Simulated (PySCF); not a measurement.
CH3BeClO, SMILES C[O][Be][Cl]. Atoms are numbered in the order given.

```xyz
7

Be     0.0000     0.0000     0.1657
Cl     0.0000     0.0000     1.9849
O      0.0000     0.0000    -1.2216
C      0.0000     0.0000    -2.6063
H     -0.8938    -0.5160    -2.9984
H      0.0000     1.0321    -2.9984
H      0.8938    -0.5160    -2.9984
```

The structure is a stationary point at ωB97X-D3(BJ)/def2-SVP. Other conformers were not sampled.

Calculation: PBE0/pcJ-1 run with PySCF.

Isotropic couplings with Fermi-contact, spin-dipole and both spin-orbit terms, one fixed conformer, no vibrational averaging. Isotopes: 13C, 1H.

| pair | bonds apart | J (Hz) |
|---|---|---|
| C4–H5 | 1 | [?] |
| C4–H6 | 1 | [?] |
| C4–H7 | 1 | [?] |
| H5–H6 | 2 | -12.0 |
| H5–H7 | 2 | -12.0 |
| H6–H7 | 2 | -12.0 |

### Question
Complete the blanks. (An estimate is asked for; the answer gives what the named calculation found.)

### Answer

- C4–H5, J (Hz): 139.9
- C4–H6, J (Hz): 139.9
- C4–H7, J (Hz): 139.9
